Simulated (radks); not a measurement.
All-electron atom: the bismuth ion Bi+ in [Hg] 6p2.

Calculated with a radial shooting solver on a logarithmic mesh with Libxc functionals: scalar-relativistic Kohn-Sham, SCAN, spin-unpolarised, spherical densities, finite nucleus; meta-GGA in the generalised Kohn-Sham scheme; Fermi nuclear charge, rms radius 5.5211 fm.

Energy parts (eV):
part                       energy
total                  -585786.99
kinetic                 663977.41
electron-nucleus      -1463179.16
Hartree                 224185.91
exchange-correlation    -10771.14

Orbitals (lengths in bohr, moments of r in powers of bohr; r(max) is where P^2 peaks):
| orbital | occ. | eigenvalue (eV) | r(max) | <r> | <1/r> |
|---|---|---|---|---|---|
| 1s | 2 | -90732.19 | 0.009660 | 0.01579 | 103.2 |
| 2s | 2 | -16340.13 | 0.05615 | 0.06646 | 24.28 |
| 2p | 6 | -13978.92 | 0.04691 | 0.06054 | 21.23 |
| 3s | 2 | -3964.357 | 0.1583 | 0.1714 | 9.001 |
| 3p | 6 | -3286.153 | 0.1587 | 0.1737 | 8.115 |
| 3d | 10 | -2602.441 | 0.1296 | 0.1576 | 7.599 |
| 4s | 2 | -923.2366 | 0.3559 | 0.3769 | 3.875 |
| 4p | 6 | -700.0362 | 0.3757 | 0.4021 | 3.482 |
| 4d | 10 | -443.6220 | 0.3814 | 0.4224 | 3.132 |
| 4f | 14 | -162.4215 | 0.3425 | 0.4411 | 2.744 |
| 5s | 2 | -168.7949 | 0.7707 | 0.8329 | 1.637 |
| 5p | 6 | -106.2650 | 0.8614 | 0.9480 | 1.407 |
| 5d | 10 | -35.8349 | 1.028 | 1.231 | 1.067 |
| 6s | 2 | -22.5217 | 1.851 | 2.127 | 0.6016 |
| 6p | 2 | -11.5983 | 2.359 | 2.775 | 0.4536 |

The highest occupied level is 6p at -11.598 eV. The electron density at the nucleus is 3.212e+06 e/bohr^3 (large components only).
